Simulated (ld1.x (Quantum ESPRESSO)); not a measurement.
## What the settings do to the PAW potential of B

Base potential:

- Element: boron (B)
- Generator: ld1.x (Quantum ESPRESSO) 7.5
- Type: PAW
- Functional: LDA (PZ)
- Relativity: scalar-relativistic
- Frozen core: [He]
- Valence charge: 3
- Reference configuration: 2s1.75 2p1.25
- Partial waves: 2s (bound): rcut 1.05, rcutus 1.35 bohr; 2s channel at -0.25 Ry: rcut 1.05, rcutus 1.35 bohr; 2p (bound): rcut 3.00, rcutus 3.65 bohr; 2p channel at 0.35 Ry: rcut 3.00, rcutus 3.65 bohr
- Local potential: all-electron potential smoothed inside 2.95 bohr (lloc = -1)
- Core correction: Bessel-smoothed model core inside 1.15 bohr
- Augmentation charge: PSQ, inside the norm-conserving radii

All-electron outer shells of the reference configuration (LDA (PZ), scalar-relativistic, ld1.x):

```tsv
shell	level (eV)	outermost node (bohr)	outermost maximum (bohr)
1s	-178.93	–	0.21
2s	-9.51	0.46	1.52
2p	-3.84	–	1.55
```

Cutoffs, loose and tight: the cutoffs (Ry, on a coarse ladder) from which the occupation-weighted sum of valence levels, in a spherical-Bessel basis at the reference potential, stays within 10 and 1 mRy of its value at 400 Ry. They do not see the model core or the augmentation charge, which bear on the density cutoff. Test errors are all-electron minus pseudo excitation energies from the reference, over the configurations 2s2 2p1; 2s2 2p0; 2s1 2p0; 2s0 2p3; 2s1 2p2; 2s1 2p1; 2s2 2p1.3 (two spin-polarised tests are not counted in the largest error). A dash means not determined; rows that change the core or the reference have their own tests. The largest error is taken over the tests solved by every variant that gives reliable tests at all: 2s0 2p3; 2s1 2p0; 2s1 2p2; 2s2 2p0; 2s2 2p1.

A true bound ghost makes a file unfit for plane-wave use even where its test errors are small: the radial tests pick states by their node count and pass the ghost by.

Cutoffs are not given where the Bessel-basis levels miss the radial ones by over 6 mRy, ghosts where they miss by over 20 mRy; a channel whose overlap is not positive is not tested.

A file whose overlap is not positive is unfit for use, and its test errors describe a broken file.

```csv
change,outcome,"cutoff, loose","cutoff, tight",bound ghosts,largest test error (meV)
base,"generated, overlap not positive",–,–,not determined (overlap not positive),-8.1
"all radii but the core radius scaled by about 1.22 (s 1.64, p 4.44 bohr, rcut 1.28/3.64); local potential all-electron potential smoothed inside 3.58 bohr (lloc = -1)",generated,6 Ry,8 Ry,none,+42
functional PBE,generated,12 Ry,21 Ry,none,-5.7
"waves 2s (bound): rcut 1.05, rcutus 1.34 bohr; 2s channel at -0.25 Ry: rcut 1.05, rcutus 1.34 bohr","generated, overlap not positive",–,–,not determined (overlap not positive),-8.1
"waves 2p (bound): rcut 3.00, rcutus 4.86 bohr; 2p channel at 0.35 Ry: rcut 3.00, rcutus 4.86 bohr","generated, overlap not positive",–,–,not determined (overlap not positive),-8.1
type TM; waves now 2p (bound): rc 3.65 bohr; 2s (bound): rc 1.35 bohr; local potential the s channel,generated,21 Ry,50 Ry,none,+592
```

Q: What comes out with this change to the base: local potential all-electron potential smoothed inside 2.05 bohr (lloc = -1)?

A: outcome: generated, overlap not positive; bound ghosts: s (p not tested, overlap not positive); largest test error (meV): -63. A file whose overlap is not positive is unfit for use, and its test errors describe a broken file.
